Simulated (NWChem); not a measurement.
System meant: AlH$_{2}$Cl; SMILES [AlH2][Cl]

Here is an NWChem input.

```
start job
memory heap 200 mb stack 900 mb global 1100 mb
geometry units angstroms noautoz
  Al     0.000000     0.000000     1.085671
  H      0.000000    -1.412235     1.818194
  H      0.000000     1.412235     1.818194
  Cl     0.000000     0.000000    -1.033959
end
basis spherical
  * library def2-svp
end
dft
  odft
  mult 2
  xc pbe0
  iterations 150
  mulliken
end
task dft energy
```

End of the output:

```
 Summary of "ao basis" -> "" (spherical)
 ------------------------------------------------------------------------------
       Tag                 Description            Shells   Functions and Types
 ---------------- ------------------------------  ------  ---------------------
 *                          def2-svp                  on all atoms

                                 NWChem DFT Module
                                 -----------------

 Summary of "ao basis" -> "ao basis" (spherical)
 ------------------------------------------------------------------------------
       Tag                 Description            Shells   Functions and Types
 ---------------- ------------------------------  ------  ---------------------
 Al                         def2-svp                 8       18   4s3p1d
 H                          def2-svp                 3        5   2s1p
 Cl                         def2-svp                 8       18   4s3p1d

 Summary of "ao basis" -> "ao basis" (spherical)
 ------------------------------------------------------------------------------
       Tag                 Description            Shells   Functions and Types
 ---------------- ------------------------------  ------  ---------------------
 Al                         def2-svp                 8       18   4s3p1d
 H                          def2-svp                 3        5   2s1p
 Cl                         def2-svp                 8       18   4s3p1d

      Symmetry analysis of basis
      --------------------------

        a1         22
        a2          3
        b1          9
        b2         12

  number of electrons :                   32
  multiplicity        :                    2
 ------------------------------------------------------------------------
  no. of electrons and multiplicity not compatible                  32
 ------------------------------------------------------------------------
 ------------------------------------------------------------------------
  current input line :
    19: task dft energy
 ------------------------------------------------------------------------
 ------------------------------------------------------------------------
 There is an error in the input file
 ------------------------------------------------------------------------
 For more information see the NWChem manual at https://nwchemgit.github.io

0: no. of electrons and multiplicity not compatible:Received an Error in Communication
```

Q: Can this run be used? If not, why, and what is the fix?

A: The input was rejected before any calculation. Cause: the multiplicity doesn't fit the number of electrons (an even count wants an odd multiplicity, and the reverse). This input runs:
```
start job
memory heap 200 mb stack 900 mb global 1100 mb
geometry units angstroms noautoz
  Al     0.000000     0.000000     1.085671
  H      0.000000    -1.412235     1.818194
  H      0.000000     1.412235     1.818194
  Cl     0.000000     0.000000    -1.033959
end
basis spherical
  * library def2-svp
end
dft
  xc pbe0
  iterations 150
  mulliken
end
task dft energy
```
It converges to -703.38700 Ha (PBE0/def2-SVP).
